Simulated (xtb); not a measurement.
Ga(F)2(SeH) (F₂GaHSe), SMILES [F][Ga]([F])[SeH]. All values are semi-empirical tight-binding results from xtb (GFN2-xTB unless named), good for trends rather than for accurate numbers. Geometry optimised at GFN2-xTB. Other conformers were not sampled.

Optimised geometry:

Bonds (Å): Ga1–F2 1.757, Ga1–F3 1.766, Ga1–Se4 2.307, Se4–H5 1.449. Bond angles (°): F2–Ga1–F3 113.4, F2–Ga1–Se4 127.2, F3–Ga1–Se4 119.4, Ga1–Se4–H5 90.2.

For metal compounds this method's bond lengths and energies can be far off.

The point group as xtb finds it is Cs, the orbital gap is 2.88 eV and the zero-point energy comes out as 6.1 kcal/mol. The G − E(el) at 298.15 K (modified RRHO) is -14.6 kcal/mol.

Problem. Give the atomic charges and the Wiberg bond orders between heavy atoms. (Estimate from the structure and the level; the computed values follow.)

Solution. charges (e) Ga1 0.22, F2 -0.23, F3 -0.24, Se4 0.08, H5 0.17. Bond orders Ga1–F2 1.14, Ga1–F3 1.12, Ga1–Se4 1.15.
